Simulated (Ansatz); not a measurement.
Ansatz (a first-principles code) input:

Ansatz 0.2 input:
```yaml
crystal:
  periodic: [false, false, false]
  atoms:
    - {symbol: Cl, position_ang: [-0.56268931, 2.26971956, -0.12604843]}
    - {symbol: Si, position_ang: [-0.09964256, 0.40227106, 0.61204091]}
    - {symbol: Br, position_ang: [1.93610991, -0.19051975, -0.09203490]}
    - {symbol: Br, position_ang: [-1.62294665, -1.07282389, -0.09155794]}
basis:
  gaussian:
    orbitals: def2-TZVPD
hamiltonian:
  xc: {name: CAM-B3LYP}
magnetization: {spin_polarized: true, initial_magnetization: 1}
output: {forces: true}
```

**Question.** Which total energy does the run end on?

**Answer.** -5898.40103 Eh (CAM-B3LYP/def2-TZVPD). The basis has 203 functions.

It need not be the lowest isomer of its formula.
